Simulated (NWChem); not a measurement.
SnH₃OF; SMILES [F][SnH2][OH]

```xyz
6

Sn    -0.2883    -0.0031    -0.0019
O      0.9309    -1.5520    -0.0562
F      0.8554     1.5659    -0.0173
H     -1.1389    -0.0405    -1.4726
H     -1.1322     0.0967     1.4806
H      1.5396    -1.5792     0.6911
```
Atoms are numbered in this order, from 1.

Results from NWChem. Geometry: optimised at PBE0/def2-SVP. def2 effective core potentials on Sn; no spin-orbit coupling. Ions are spin-unrestricted doublets at the neutral geometry; other ion states weren't tried. Functional: LC-ωPBE (HJS hole) with def2-SVP; rows give the range parameter ω in 1/bohr.

```csv
range parameter (1/bohr),"vertical ionisation energy, ΔSCF (eV)",−ε(HOMO) (eV),ΔSCF minus −ε(HOMO) (eV)
0.10,10.67,8.40,2.27
0.15,…,…,…
0.20,10.96,9.67,1.29
0.30,11.33,10.70,0.63
```

Problem. What belongs in the gaps?

Solution. 
- 0.15, vertical ionisation energy, ΔSCF (eV): 10.79
- 0.15, −ε(HOMO) (eV): 9.07
- 0.15, ΔSCF minus −ε(HOMO) (eV): 1.72
